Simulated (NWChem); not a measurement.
# C3H2BF3; SMILES FB1C=CC1(F)F

```xyz
9

F      1.0327    -1.9605    -0.0044
B      0.1151    -1.0148    -0.0053
C     -1.4287    -0.9510     0.0023
C     -1.3773     0.4075     0.0132
C      0.1266     0.5999    -0.0004
F      0.5916     1.2710    -1.1031
F      0.6140     1.2648     1.0963
H     -2.3039    -1.5916     0.0040
H     -2.1595     1.1662     0.0284
```
Atoms are numbered in this order, from 1.

Computed with NWChem. All runs use the structure optimised with B3LYP/6-31G* (spherical d). Isolated, static molecule.

GIAO at PBE0/pcSseg-1: principal shieldings of F1 are 92.1, 161.9, 417.2 ppm; an isolated trichlorofluoromethane molecule has σ = 164.1 ppm at the same levels.

Task: Find the isotropic 19F shift, its principal values, the span and the skew.

Result: 
1. σ(iso) = one third of the sum = 223.7 ppm.
2. δ = σ(reference) − σ = -59.6 ppm against trichlorofluoromethane.
3. δ11, δ22, δ33 = 72.0, 2.2, -253.1 ppm.
4. Span Ω = δ11 − δ33 = 325.1 ppm; skew κ = 3(δ22 − δ(iso))/Ω = 0.57.
